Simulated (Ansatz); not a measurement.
Reaction (formal exchange of groups at a B–O bond): `BO/C(F)=C/C` + CH₃NH₂ → `BN` + `C/C=C(\F)OC`

Isolated molecules relaxed with PBE0-D4/def2-TZVP in Ansatz; ΔE leaves out vibrations. CBS: MP2 limit from def2 TZ/QZ plus the TZ coupled-cluster correction, frozen cores. This one scheme is used for every species. Double bonds are as drawn, so ΔE can hold a change between cis and trans. Functionals use def2-TZVPP. B3LYP here is the variant with VWN-RPA as its local correlation; programs differ in this. One conformer a species, not always the lowest.

| species | B3LYP energy (Eh) |
| --- | --- |
| `BO/C(F)=C/C` | -317.99105 |
| CH₃NH₂ | -95.90427 |
| `BN` | -82.08383 |
| `C/C=C(\F)OC` | -331.81627 |

Problem. Work out ΔE.

Solution. ΔE = (-82.08383) + (-331.81627) − (-317.99105) − (-95.90427) = -0.00478 Eh = -0.13 eV. CCSD(T)/CBS gives -0.11 eV.

Largest T1 diagnostic among the species: 0.013.

In def2-TZVPP, CCSD(T) changes the Hartree–Fock value by −0.06 eV (the triples alone add −0.01 eV) and MP2 by −0.06 eV.
